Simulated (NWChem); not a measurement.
System: SiNH3F2; SMILES N[SiH](F)F

Here is an NWChem input.

```
start job
memory heap 200 mb stack 900 mb global 1100 mb
geometry units angstroms noautoz
  Si     0.314636     0.072964     0.004897
  N     -0.096145    -1.565979    -0.099814
  F     -0.095354     0.806740    -1.372093
  F     -0.507255     0.891478     1.132283
  H      1.753904     0.227615     0.288604
  H     -1.007025    -1.891006    -0.401158
  H      0.420167    -2.273495     0.407514
end
basis spherical
  * library def2-svp
end
dft
  xc b3lyp
  iterations 150
  mulliken
end
task dft energy
```

Coordinates come from a PBE0/def2-SVP optimisation. B3LYP is NWChem's, with the RPA form of VWN correlation.

Question: What results follow from this input? (B3LYP/def2-SVP.) Quantities: energy (Ha); highest occupied level (eV); orbital gap (eV); dipole (D).

Answer: 
| Property | Value |
|---|---|
| energy (Ha) | -545.61 |
| highest occupied level (eV) | -7.84 |
| orbital gap (eV) | 8.83 |
| dipole (D) | 2.80 |
